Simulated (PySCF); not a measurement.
Bond stretch in SnO, singlet.

- UKS-LDA (SVWN5) = unrestricted LDA (SVWN5)/def2-SVP, def2 effective core potentials past Kr (PySCF)
- UHF/def2-SVP, def2 effective core potentials past Kr (PySCF)
- NEVPT2 = SC-NEVPT2 on CASSCF(10,8)/def2-SVP, all electrons correlated, def2 effective core potentials past Kr (PySCF 2.14.0)

Energies are in kcal/mol, each relative to the lowest point of its own curve near equilibrium.

```
R / Å  UKS-LDA (SVWN5)    UHF  NEVPT2
-----  ---------------  -----  ------
1.36             240.1  246.5       —
1.44             141.7  144.2       —
1.56              55.5   56.2       —
1.65              22.0   23.8    27.4
1.70              11.1   14.2    15.1
1.78               1.9    7.0     3.9
1.82                 …    3.7     1.2
1.87               0.0    1.1     0.0
1.91               1.2    0.0     0.4
1.98               5.6    0.0     3.2
2.13              20.7    5.7    14.7
2.24              34.3   12.7    25.4
2.44                 …   26.1    45.5
2.73              87.9   32.1    71.1
3.02             108.1   33.5    89.3
3.27             120.7   34.3       …
3.65                 …      …       —
4.00             141.8   36.0       —
4.49             148.7   36.6       —
4.90             152.0      …       —
5.41             154.3   37.1       —
6.40             156.1   37.2       —
7.20             156.5   37.2       —
```

Question: What belongs in the gaps?

Answer: 
- 1.82, UKS-LDA (SVWN5): 0.1
- 2.44, UKS-LDA (SVWN5): 59.3
- 3.27, NEVPT2: 99.2
- 3.65, UKS-LDA (SVWN5): 133.9
- 3.65, UHF: 35.3
- 4.90, UHF: 36.9

A dash means that the run gave no value there, or that the column was ended at a point which the program doubted or which failed a test of continuity chosen for this set; such a test can also cut sound points.

The unrestricted solution behind UKS-LDA (SVWN5), UHF changes between 2.44 and 2.73 Å, which can leave a kink. The unrestricted determinant behind UKS-LDA (SVWN5) is spin-contaminated at 2.44 to 7.20 Å (<S²> up to 1.8, against 0.00 for a pure singlet). At the longest distance UKS-LDA (SVWN5) leaves fractional charges on the fragments, a sign of delocalisation error or of the restricted form. The unrestricted determinant behind UHF is spin-contaminated at 1.78 to 7.20 Å (<S²> up to 2.0, against 0.00 for a pure singlet).
